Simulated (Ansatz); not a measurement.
HfB12, relaxed as a triplet with UKS PBE-D4/def2-SVP in Ansatz, starting from the PBE-D4/def2-SVP geometry of the neutral singlet. Force threshold 0.03 eV/Å.

In the def2 sets Hf takes a core potential; there is no spin–orbit coupling. The relaxation made no stability test and no search for a lower SCF solution. At PBE-D4/def2-SVP a singlet of charge 0 lies 0.09 eV below the triplet, each at its own geometry. The structure comes from a short search, and lower isomers may exist.

Start:

Cartesian coordinates in Å:
```
Hf 0.124 -0.597 -1.204
B 1.919 -0.121 0.202
B 1.693 1.239 -0.541
B -1.216 -2.063 0.413
B -1.676 -0.522 0.353
B -0.270 -0.977 1.389
B -0.845 1.797 -1.468
B 0.030 1.725 0.049
B -0.539 0.624 1.130
B 1.419 -1.477 0.813
B 0.689 1.983 -1.519
B 0.228 -2.510 0.735
B -1.556 0.899 -0.352
```

Q: Estimate the energy that the relaxation releases and the steps that it takes.

A: 7.1 kcal/mol, in 6 steps; 36 s on 4 threads of Arm Neoverse V2 on a shared host. No frequencies were taken in this run, so the end may be a saddle point.

Q: Does the start keep its bonding?

A: By distances, no bond broke or formed. The bond that changes most is Hf1–B12, from 2.73 to 2.58 Å (atoms count from 1).

Q: Predict the relaxed structure.

A: 
```xyz
13

Hf    0.1108   -0.5832   -1.1514
B     1.9361   -0.0318    0.3533
B     1.7085    1.2662   -0.5255
B    -1.2701   -2.0512    0.3809
B    -1.7068   -0.5149    0.4576
B    -0.2579   -1.0238    1.3315
B    -0.8645    1.7294   -1.4925
B     0.0364    1.6968   -0.0180
B    -0.4858    0.5904    1.0868
B     1.4152   -1.4512    0.8257
B     0.6976    1.8924   -1.5716
B     0.2292   -2.4756    0.5949
B    -1.5488    0.9566   -0.2715
```
Bond lengths: 21 × B–B 1.57 to 1.80 Å; 12 × B–Hf 2.43 to 2.60 Å.
